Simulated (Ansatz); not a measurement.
Born–Oppenheimer molecular dynamics of C2H4InNO (9 atoms, charge 0, multiplicity 1). It starts at the highest image of a converged band. Of that band: Neighbouring images differ by up to 2.1 eV, so the band resolves the path poorly. A vibrational analysis at the climbing image gives one clearly imaginary mode, 716i cm⁻¹: a first-order saddle point.

Level of theory: RKS PBE0/def2-SVP (Ansatz 0.2.0).

```yaml
ensemble: NVE (velocity Verlet)
time_step: 0.5 fs
steps_asked: 200
starting_velocities_drawn_for: 300 K
seed: 7492
```

First frame:

```xyz
9
Properties=species:S:1:pos:R:3
O -0.177 1.299 -1.034
C 0.113 0.480 -0.008
C 1.157 -0.497 -0.184
In 0.290 -1.922 1.214
N -0.557 0.414 1.114
H -0.974 1.807 -0.839
H 1.917 -0.303 -0.949
H -0.277 -2.314 -0.475
H -1.403 0.988 1.144
```

Task: How far do the bonds stretch over the last three quarters of this one trajectory? (Pairs bonded in most of those frames.)

Result: 
```
  bond  mean (Å)  spread (Å)  shortest  longest
 O1–C2     1.359       0.043      1.29     1.47
 O1–H6     0.968       0.004      0.96     0.97
 C2–C3     1.434       0.054      1.30     1.52
 C2–N5     1.329       0.041      1.27     1.42
 C3–H7     1.123       0.041      1.06     1.25
In4–N5     2.388       0.151      2.12     2.55
 N5–H9     1.023       0.025      0.98     1.06
```

Mean temperature of the second half: 2151 K. The conserved energy stayed within 3.5 meV per atom of its start (net change -0.05 meV per atom), so there is no drift, though single steps change it by up to 36 meV in the whole system, a sign of fast motions only just resolved. The system heated up, since it started high on the potential surface and ran downhill. A run of 0.1 ps of so small a system gives no equilibrium averages. The orbitals stay closed-shell, which can raise the energy where a bond breaks towards radicals; this wasn't checked here.

The run took 11 min on 2 threads of Arm Neoverse V1, with other jobs on the host, peak memory 0.24 GiB.
